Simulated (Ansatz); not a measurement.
CH5BClFSi can be A, `B[Si](C)(F)Cl`, or B, `BC[SiH](F)Cl`.

Isolated molecules relaxed with PBE0-D4/def2-TZVP in Ansatz; ΔE leaves out vibrations. CCSD(T)/CBS is the MP2 limit (def2-TZVPP, def2-QZVPP) plus CCSD(T) − MP2 in def2-TZVPP, frozen cores. DFT in def2-TZVPP. B3LYP here is the variant with VWN-RPA as its local correlation; programs differ in this. Each species was taken in one conformer, which may not be the lowest.

A:

Z-matrix (Å, degrees):
```
Si
C 1 1.849
F 1 1.600 2 107.6
B 1 1.997 2 120.2 3 -131.1
Cl 1 2.070 2 109.4 3 116.2
H 2 1.093 1 110.5 3 63.2
H 2 1.092 1 110.4 3 -176.8
H 2 1.092 1 110.4 3 -56.7
H 4 1.195 1 120.2 2 -33.4
H 4 1.194 1 121.2 2 152.4
```

B:

Z-matrix (Å, degrees):
```
C
Si 1 1.856
B 1 1.543 2 110.9
H 1 1.094 2 105.4 3 124.4
H 1 1.098 2 102.2 3 -120.5
Cl 2 2.042 1 110.9 3 -56.0
F 2 1.592 1 108.7 3 -174.0
H 2 1.475 1 113.6 3 66.2
H 3 1.195 1 120.9 2 97.7
H 3 1.197 1 120.2 2 -79.9
```

**Question.** Which isomer does CCSD(T)/CBS put lower? Give the gap. (Best estimate.)

**Answer.** Ansatz gave: B, by 40.6 kJ/mol.

**Question.** Give E(B) − E(A) in kJ/mol with PBE0-D4, B2PLYP, B3LYP, CCSD/def2-TZVPP, ωB97M-V, CCSD(T)/def2-TZVPP, PBE-D4. (Estimate.)

**Answer.** Ansatz gave: PBE0-D4 -37.0, B2PLYP -40.6, B3LYP -37.1, CCSD/def2-TZVPP -40.1, ωB97M-V -43.7, CCSD(T)/def2-TZVPP -40.6, PBE-D4 -34.2. None reverses the order clearly.

Largest T1 diagnostic: 0.011.
